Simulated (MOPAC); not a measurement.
A run for MOPAC: AM1 on C2H7BO (SMILES CBOC), a point of a torsion scan.

```
AM1 1SCF PRECISE CHARGE=0 THREADS=1
C2H7BO

C     -1.23930072 1     0.44565716 1     0.15761988 1
B     -0.53635075 1    -0.96259004 1    -0.07995574 1
O     -0.10912787 1    -1.75939677 1     0.89604889 1
C     -0.21005414 1    -1.46928201 1     2.27023650 1
H     -0.77767522 1     1.01053929 1     0.96588221 1
H     -2.28172184 1     0.29642943 1     0.44024953 1
H     -1.23809657 1     1.06963199 1    -0.73095226 1
H     -0.36251422 1    -1.40093836 1    -1.15588462 1
H      0.07112787 1    -2.36761046 1     2.82206773 1
H     -1.22894829 1    -1.18165238 1     2.54034822 1
H      0.46818606 1    -0.65578233 1     2.54110220 1
```

It printed:

```
*******************************************************************************
 **                                                                           **
 **                              MOPAC v23.2.5                                **
 **                                                                           **
 *******************************************************************************
 ** MOPAC's Digital Object Identifier: https://doi.org/10.5281/zenodo.6511958 **
 **                                                                           **
 ** Please cite the open-source release paper for use of this MOPAC version:  **
 ** J. E. Moussa and J. J. P. Stewart (2026)                                  **
 ** MOPAC: An open-source semiempirical molecular orbital program             **
 ** J. Open Source Softw., 11(119), 8025, https://doi.org/10.21105/joss.08025 **
 *******************************************************************************

                              AM1 CALCULATION RESULTS

 *******************************************************************************
 *  AM1        - The AM1 Hamiltonian to be used
 *
 *
 *
 *                 CHARGE ON SYSTEM = 0
 *
 *
 *
 *  PRECISE    - TIGHTER CRITERIA TO BE USED
 *  1SCF       - DO 1 SCF AND THEN STOP
 *  THREADS=1  - MULTI-THREADING NOT USED
 *  T=         - A TIME OF 172800.0 SECONDS REQUESTED
 *  DUMP=N     - RESTART FILE WRITTEN EVERY 7200.0 SECONDS REQUESTED
 *******************************************************************************
AM1 1SCF PRECISE CHARGE=0 THREADS=1
 C2H7BO

   ATOM   CHEMICAL          X               Y               Z
  NUMBER   SYMBOL      (ANGSTROMS)     (ANGSTROMS)     (ANGSTROMS)

     1       C         -1.23930072  *   0.44565716  *   0.15761988  *
     2       B         -0.53635075  *  -0.96259004  *  -0.07995574  *
     3       O         -0.10912787  *  -1.75939677  *   0.89604889  *
     4       C         -0.21005414  *  -1.46928201  *   2.27023650  *
     5       H         -0.77767522  *   1.01053929  *   0.96588221  *
     6       H         -2.28172184  *   0.29642943  *   0.44024953  *
     7       H         -1.23809657  *   1.06963199  *  -0.73095226  *
     8       H         -0.36251422  *  -1.40093836  *  -1.15588462  *
     9       H          0.07112787  *  -2.36761046  *   2.82206773  *
    10       H         -1.22894829  *  -1.18165238  *   2.54034822  *
    11       H          0.46818606  *  -0.65578233  *   2.54110220  *



          CARTESIAN COORDINATES

    NO.       ATOM           X           Y           Z

     1         C         -1.2393      0.4457      0.1576
     2         B         -0.5364     -0.9626     -0.0800
     3         O         -0.1091     -1.7594      0.8960
     4         C         -0.2101     -1.4693      2.2702
     5         H         -0.7777      1.0105      0.9659
     6         H         -2.2817      0.2964      0.4402
     7         H         -1.2381      1.0696     -0.7310
     8         H         -0.3625     -1.4009     -1.1559
     9         H          0.0711     -2.3676      2.8221
    10         H         -1.2289     -1.1817      2.5403
    11         H          0.4682     -0.6558      2.5411

  H: (AM1): M.J.S. DEWAR ET AL, J. AM. CHEM. SOC. 107 3902-3909 (1985)
  B: (AM1): M.J.S. DEWAR ET AL, ORGANOMETALLICS, 7, 513-521 (1988)
  C: (AM1): M.J.S. DEWAR ET AL, J. AM. CHEM. SOC. 107 3902-3909 (1985)
  O: (AM1): M.J.S. DEWAR ET AL, J. AM. CHEM. SOC. 107 3902-3909 (1985)

           Empirical Formula: C2 H7 O B  =    11 atoms



      MOLECULAR POINT GROUP   :   C1


      RHF CALCULATION, NO. OF DOUBLY OCCUPIED LEVELS = 12


 -------------------------------------------------------------------------------
 AM1 1SCF PRECISE CHARGE=0 THREADS=1
 C2H7BO



     1SCF WAS SPECIFIED, SO BFGS WAS NOT USED
     SCF FIELD WAS ACHIEVED


                              AM1 CALCULATION
                                                       MOPAC v23.2.5 Linux




          FINAL HEAT OF FORMATION =        -73.23837 KCAL/MOL =    -306.42932 KJ/MOL


          COSMO AREA              =        106.70 SQUARE ANGSTROMS
          COSMO VOLUME            =         91.24 CUBIC ANGSTROMS

          IONIZATION POTENTIAL    =         10.867344 EV
          HOMO LUMO ENERGIES (EV) =        -10.867  2.423
          NO. OF FILLED LEVELS    =         12
          MOLECULAR WEIGHT        =         57.8867         POINT GROUP:  C1

          MOLECULAR DIMENSIONS (Angstroms)

            Atom       Atom       Distance
            H     9    H     7     5.11397
            H     8    H     5     3.22885
            H     6    H    11     2.17608


          SCF CALCULATIONS        =          1





   ATOM   CHEMICAL          X               Y               Z
  NUMBER   SYMBOL      (ANGSTROMS)     (ANGSTROMS)     (ANGSTROMS)

     1       C         -1.23930072  *   0.44565716  *   0.15761988  *
     2       B         -0.53635075  *  -0.96259004  *  -0.07995574  *
     3       O         -0.10912787  *  -1.75939677  *   0.89604889  *
     4       C         -0.21005414  *  -1.46928201  *   2.27023650  *
     5       H         -0.77767522  *   1.01053929  *   0.96588221  *
     6       H         -2.28172184  *   0.29642943  *   0.44024953  *
     7       H         -1.23809657  *   1.06963199  *  -0.73095226  *
     8       H         -0.36251422  *  -1.40093836  *  -1.15588462  *
     9       H          0.07112787  *  -2.36761046  *   2.82206773  *
    10       H         -1.22894829  *  -1.18165238  *   2.54034822  *
    11       H          0.46818606  *  -0.65578233  *   2.54110220  *

                             CARTESIAN COORDINATES

   1    C       -1.239300720     0.445657160     0.157619880
   2    B       -0.536350750    -0.962590040    -0.079955740
   3    O       -0.109127870    -1.759396770     0.896048890
   4    C       -0.210054140    -1.469282010     2.270236500
   5    H       -0.777675220     1.010539290     0.965882210
   6    H       -2.281721840     0.296429430     0.440249530
   7    H       -1.238096570     1.069631990    -0.730952260
   8    H       -0.362514220    -1.400938360    -1.155884620
   9    H        0.071127870    -2.367610460     2.822067730
  10    H       -1.228948290    -1.181652380     2.540348220
  11    H        0.468186060    -0.655782330     2.541102200


           Empirical Formula: C2 H7 O B  =    11 atoms



      MOLECULAR POINT GROUP   :   C1


                  EIGENVALUES
 -38.95018 -29.61457 -28.36895 -20.65280 -16.48792 -16.22248 -15.66031 -13.41970
 -13.29420 -12.31871 -11.83981 -10.86734   2.42308   2.44094   3.77450   4.18396
   4.23311   4.54746   4.65537   4.85389   5.33703   6.31533   7.82859


              NET ATOMIC CHARGES AND DIPOLE CONTRIBUTIONS

  ATOM NO.   TYPE          CHARGE      No. of ELECS.   s-Pop       p-Pop
    1          C          -0.340038        4.3400     1.23846     3.10157
    2          B           0.188385        2.8116     1.20490     1.60671
    3          O          -0.262574        6.2626     1.83000     4.43258
    4          C          -0.048678        4.0487     1.22486     2.82382
    5          H           0.071015        0.9290     0.92898
    6          H           0.080354        0.9196     0.91965
    7          H           0.081788        0.9182     0.91821
    8          H           0.012527        0.9875     0.98747
    9          H           0.093954        0.9060     0.90605
   10          H           0.060748        0.9393     0.93925
   11          H           0.062518        0.9375     0.93748
 DIPOLE           X         Y         Z       TOTAL
 POINT-CHG.    -0.114     0.148     0.930     0.949
 HYBRID        -0.294     0.576     0.340     0.731
 SUM           -0.409     0.724     1.270     1.518


          ATOMIC ORBITAL ELECTRON POPULATIONS

     Atom    s        px        py        pz
    1  C   1.23846   1.02812   1.05183   1.02162
    2  B   1.20490   0.33241   0.58772   0.68658
    3  O   1.83000   1.70908   1.55279   1.17070
    4  C   1.22486   1.00373   1.01171   0.80838
    5  H   0.92898
    6  H   0.91965
    7  H   0.91821
    8  H   0.98747
    9  H   0.90605
   10  H   0.93925
   11  H   0.93748

 **********************
 *                    *
 * JOB ENDED NORMALLY *
 *                    *
 **********************




 == MOPAC DONE ==
```

The run finished.

Cost: about 0.03 core-seconds (a rough figure).
